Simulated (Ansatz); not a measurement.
`F[CH2][GeH]([F])[SiH3]` and `[CH3][GeH]([F])[SiH3]` differ in one atom or group.

Ansatz, PBE0-D4/def2-TZVP geometries, multiplicity 1. Each molecule was computed in one conformer, which needn't be the lowest.

Scalar relativity is left out up to krypton.

```
                                          property  `F[CH2][GeH]([F])[SiH3]`
               LUMO energy (B3LYP/def2-TZVPP) / eV                     -0.92
             LUMO energy (ωB97M-V/def2-TZVPP) / eV                      1.15
size of the dipole moment (ωB97M-V/def2-TZVPP) / D                      0.79
                 HOMO energy (PBE/def2-TZVPP) / eV                     -6.95
  size of the dipole moment (B3LYP/def2-TZVPP) / D                      0.78
               HOMO–LUMO gap (PBE/def2-TZVPP) / eV                      5.37
```

(1) What does the change do to each property? (Estimate.)

## Answers

(1) The calculation gave: 
```csv
property,`[CH3][GeH]([F])[SiH3]`,shift
LUMO energy (B3LYP/def2-TZVPP) / eV,-0.48,0.44
LUMO energy (ωB97M-V/def2-TZVPP) / eV,1.55,0.40
size of the dipole moment (ωB97M-V/def2-TZVPP) / D,2.35,1.56
HOMO energy (PBE/def2-TZVPP) / eV,-6.92,0.03
size of the dipole moment (B3LYP/def2-TZVPP) / D,2.35,1.57
HOMO–LUMO gap (PBE/def2-TZVPP) / eV,5.79,0.42
```

With PBE0 the HOMO rises by 0.11 eV and the LUMO rises by 0.42 eV, so the gap widens by about 0.31 eV. PBE moves the HOMO by 0.03 eV and ωB97M-V by 0.15 eV. Dipoles are sizes alone; their direction can turn.

B3LYP here is the variant with VWN-RPA as its local correlation; programs differ in this.
